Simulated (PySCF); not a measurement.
Computed properties of SnH₂F₂, SMILES [F][SnH2][F]

SnH2F2, SMILES [F][SnH2][F]. Geometry optimised at B3LYP-D3(BJ)/def2-TZVP. The def2 effective core potentials stand for the cores of Sn; spin–orbit coupling is left out. The values are those of a single conformer. All values are computed for the isolated molecule unless a solvent is named; none is compared with measurement here.

**Structure.** The optimised structure has C2v symmetry. All 9 harmonic modes at B3LYP-D3(BJ)/def2-TZVP (PySCF) are real, so it is a minimum. With heavy atoms numbered as in [SnH2:1]([F:2])[F:3], the shortest bond between them is Sn1–F2 at 1.923 Å and the longest Sn1–F3 at 1.923 Å.

**Vibrations.** The strongest infrared lines (harmonic, unscaled, degenerate partners summed) lie at 611 cm⁻¹ (171 km/mol, F 64 %, Sn 18 %, H 18 %), 612 cm⁻¹ (123 km/mol, F 68 %, H 19 %, Sn 12 %), 1995 cm⁻¹ (120 km/mol, H 99 %). The softest mode is at 175 cm⁻¹ and the zero-point energy is 10.9 kcal/mol.

**Electronic structure.** r2SCAN/def2-TZVPD (PySCF) places the frontier levels at -8.77 and -1.77 eV, a gap of 7.00 eV, and gives a dipole moment of 3.44 D and a mean polarisability of 38.6 bohr³.

**Excitations.** TDDFT-ωB97X/def2-SVPD (PySCF) has S1 at 7.78 eV (159 nm, f = 0.000, dark); the most intense of the 10 singlets computed lies at 8.95 eV (f = 0.51). T1 (TDA) is at 6.86 eV. No vertical singlet excitation falls in the visible range (under 3.1 eV).
